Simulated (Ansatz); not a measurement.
Potential energy curve for AlBe (anion, charge -1), lowest triplet found (which spin is the ground state isn't settled by this scan).

Levels: UKS-PBE = Ansatz (a first-principles code) with unrestricted PBE/aug-cc-pVDZ; UKS-CAM-B3LYP = Ansatz with unrestricted CAM-B3LYP/aug-cc-pVDZ; FCI = full CI/aug-cc-pVDZ, frozen core in Ansatz.

Energies relative to the lowest point of each curve between 1.88 and 2.71 Å, where full CI is lowest, in eV; the last columns give the error against full CI:

| R / Å | UKS-PBE | UKS-CAM-B3LYP | FCI | UKS-PBE − FCI | UKS-CAM-B3LYP − FCI |
|---|---|---|---|---|---|
| 1.57 | 3.809 | 3.632 | 4.096 | -0.286 | -0.464 |
| 1.70 | 2.179 | 2.053 | 2.389 | -0.210 | -0.336 |
| 1.80 | 1.337 | 1.247 | 1.495 | -0.158 | -0.248 |
| 1.88 | 0.858 | 0.795 | 0.980 | -0.122 | -0.185 |
| 1.99 | 0.416 | 0.385 | 0.496 | -0.080 | -0.111 |
| 2.07 | 0.214 | 0.202 | 0.269 | -0.055 | -0.067 |
| 2.15 | 0.089 | 0.092 | 0.124 | -0.035 | -0.032 |
| 2.17 | 0.067 | 0.074 | 0.098 | -0.030 | -0.024 |
| 2.24 | 0.017 | 0.033 | 0.032 | -0.015 | 0.000 |
| 2.32 | 0.000 | 0.006 | 0.000 | 0.000 | 0.006 |
| 2.43 | 0.027 | 0.000 | 0.009 | 0.018 | -0.009 |
| 2.57 | 0.115 | 0.021 | 0.078 | 0.037 | -0.057 |
| 2.71 | 0.235 | 0.075 | 0.180 | 0.056 | -0.105 |
| 2.94 | 0.442 | 0.200 | 0.366 | 0.076 | -0.166 |

UKS-PBE is furthest from FCI at 1.57 (-0.286 eV, below); its mean absolute error over the points is 0.084 eV.

UKS-CAM-B3LYP is furthest from FCI at 1.57 (-0.464 eV, below); its mean absolute error over the points is 0.129 eV.

The scan ran from 1.57 to 7.43 Å; beyond the distances shown full CI changes its symmetry label. Where the anion isn't bound against loss of the electron, the finite basis alone holds it. The unrestricted determinant behind UKS-CAM-B3LYP is spin-contaminated at 1.57 to 2.32 Å (<S²> up to 2.3, against 2.00 for a pure triplet).
